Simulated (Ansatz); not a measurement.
Ansatz (a first-principles code) input (CCSD(T)/def2-TZVPPD):
A basis named .json is the Basis Set Exchange file of that set.

Ansatz 0.2 input:
```yaml
crystal:
  periodic: [false, false, false]
  atoms:
    - {symbol: C, position_ang: [-0.30641260, -1.52664441, -1.50512838]}
    - {symbol: Sn, position_ang: [0.00000000, 0.00000000, -0.00000000]}
    - {symbol: C, position_ang: [-0.09596537, 1.95561217, -0.92537287]}
    - {symbol: C, position_ang: [-1.54082216, -0.15885610, 1.51346460]}
    - {symbol: C, position_ang: [1.94320013, -0.27011166, 0.91703665]}
    - {symbol: H, position_ang: [-1.28195615, -1.40164953, -1.97470580]}
    - {symbol: H, position_ang: [-0.26040902, -2.51665554, -1.05172620]}
    - {symbol: H, position_ang: [0.46341123, -1.45738449, -2.27349433]}
    - {symbol: H, position_ang: [0.05688731, 2.73362630, -0.17761491]}
    - {symbol: H, position_ang: [-1.07008616, 2.10414948, -1.39103075]}
    - {symbol: H, position_ang: [0.67528122, 2.04841452, -1.68981928]}
    - {symbol: H, position_ang: [-2.52471116, -0.02461404, 1.06429492]}
    - {symbol: H, position_ang: [-1.50316403, -1.13962004, 1.98727452]}
    - {symbol: H, position_ang: [-1.39773769, 0.60486278, 2.27771077]}
    - {symbol: H, position_ang: [2.00441262, -1.25162778, 1.38681431]}
    - {symbol: H, position_ang: [2.72823287, -0.19235673, 0.16504619]}
    - {symbol: H, position_ang: [2.10983896, 0.49285505, 1.67725056]}
basis:
  gaussian:
    orbitals: def2-TZVPPD.json
magnetization: {spin_polarized: false}
correlation: {method: ccsd_t, electrons: outside_noble_gas}
```

End of the output:

```
integrals: 6.68 GiB planned
2461 factors; integrals over basis functions are off by at most 8.3e-4 eV
3.37 GiB of device memory are held for the factors and their scratch space
mean field: 3.19 GiB planned
mean field evaluation 1: about -10113.7858 eV, gradient 4.5e1 eV
mean field evaluation 2: about -10113.8428 eV, gradient 4.5e1 eV
mean field evaluation 4: about -10118.9947 eV, gradient 3.6e0 eV
mean field evaluation 8: about -10119.0508 eV, gradient 2.0e-1 eV
mean field evaluation 16: about -10118.9811 eV, gradient 7.7e-1 eV
mean field -10119.05101421 eV, -371.8682658330 hartree, gradient 6.9e-6 eV, S^2 0.000000; 0 other end points of the search recorded, 0 dependent functions left out
13 core orbitals not correlated
reference -10119.05101421 eV, -371.8682658330 hartree; 16, 16 occupied and 379, 379 virtual orbitals, 2461 factors
second order -22.83429689 eV of doubles, -0.00000000 eV of singles
coupled cluster: 45.06 GiB planned
cycle   1  -23.94555250 eV  change    -1.1e0 eV  update   9.2e-2
cycle   2  -24.50136683 eV  change   -5.6e-1 eV  update   2.7e-2
cycle   3  -24.58359781 eV  change   -8.2e-2 eV  update   9.6e-3
cycle   4  -24.58283453 eV  change    7.6e-4 eV  update   2.3e-3
cycle   5  -24.58285365 eV  change   -1.9e-5 eV  update   7.1e-4
cycle   6  -24.58287326 eV  change   -2.0e-5 eV  update   2.2e-4
cycle   7  -24.58286796 eV  change    5.3e-6 eV  update   7.5e-5
cycle   8  -24.58289130 eV  change   -2.3e-5 eV  update   2.6e-5
perturbative correction -0.94902609 eV, -0.0348760654 hartree
Total energy: -10144.58293159 eV, -372.8065464907 hartree
```
